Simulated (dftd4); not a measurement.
C$_{3}$H$_{9}$Ga, charge +1, doublet, geometry from GFN2-xTB (such geometries of metal compounds can be far from the true shape) (a state made from the parent by changing its charge; the spin is typed, not shown lowest); D4 for b3lyp (dftd4 4.2.0).

The dftd4 input:
```
$ dftd4 mol.xyz --func b3lyp --charge 1 --json dftd4.json --noedisp

# file mol.xyz
13

Ga    -0.10800861    -0.11117636    -0.00855833
C     -1.53757200    -1.54702988    -0.14739831
H     -1.35825288    -2.16902201    -1.03024106
H     -2.52351774    -1.07925486    -0.23737894
H     -1.51426668    -2.17951398     0.74618352
C      0.16620875     1.82685741    -0.91483743
H      1.16046342     1.86214239    -1.35894055
H      0.04128769     2.57037161    -0.12792575
H     -0.62646567     1.87693107    -1.66125405
C      1.73427024     0.09315134     1.09157959
H      1.70336765     1.03473657     1.63910385
H      2.54834324     0.06614606     0.36764782
H      1.73986585    -0.77394293     1.75205008
```

Problem. What does dftd4 print? Leave out banner, timings and long lists.

Solution. 
```
                    ____  _____ _____     ____  _  _
      -------------|  _ \|  ___|_   _|---|  _ \| || |------------
     |             | | | | |_    | | ___ | | | | || |_           |
     |             | |_| |  _|   | ||___|| |_| |__   _|          |
     |             |____/|_|     |_|     |____/   |_|            |
     |             ===================================           |
     |            E. Caldeweyher, S. Ehlert & S. Grimme          |
     |          Mulliken Center for Theoretical Chemistry        |
     |                    University of Bonn                     |
      -----------------------------------------------------------

Rational (Becke-Johnson) damping: b3lyp-D4-ATM
---------------------
  s6         1.0000
  s8         2.0293
  s9         1.0000
  a1         0.4087
  a2         4.5381
 alp        16.0000
--------------------

Dispersion energy:      -1.1071699681298E-02 Eh

[Info] JSON dump of results written to 'dftd4.json'
```
